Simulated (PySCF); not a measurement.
**Vibration and rotation of ZnH**

r²SCAN constants of ZnH, ²Σ⁺ (doublet), unpaired electrons σ ↑ (basis Zn aug-pcseg-1, H aug-pcseg-1; no relativity; PySCF 2.14; masses 63.9291 and 1.0078 u):

- ωe: 1579.5 cm⁻¹
- ωexe: 47.2 cm⁻¹
- Be: 6.5598 cm⁻¹
- αe: 0.261 cm⁻¹
- D (centrifugal): 0.000453 cm⁻¹
- De to Zn + H: 1.25 eV

Question: Give the vibrational terms G(v) and spacings up to v = 4.

Answer: G(v) = ωe(v+½) − ωexe(v+½)².

```json
{"v": "0", "G(v) (cm⁻¹)": "778", "G(v) − G(v−1)": "", "Bv (cm⁻¹)": "6.429"}
{"v": "1", "G(v) (cm⁻¹)": "2263", "G(v) − G(v−1)": "1485", "Bv (cm⁻¹)": "6.168"}
{"v": "2", "G(v) (cm⁻¹)": "3654", "G(v) − G(v−1)": "1391", "Bv (cm⁻¹)": "5.907"}
{"v": "3", "G(v) (cm⁻¹)": "4950", "G(v) − G(v−1)": "1296", "Bv (cm⁻¹)": "5.646"}
{"v": "4", "G(v) (cm⁻¹)": "6152", "G(v) − G(v−1)": "1202", "Bv (cm⁻¹)": "5.385"}
```

Question: How well does the Morse estimate ωe²/(4ωexe) reproduce De, and what is D0?

Answer: It gives 1.64 eV, 131 % of the computed De. D0 = De − G(0) = 1.25 − 0.10 = 1.15 eV.

The state was picked by a PBE0 search and need not be the measured ground state.
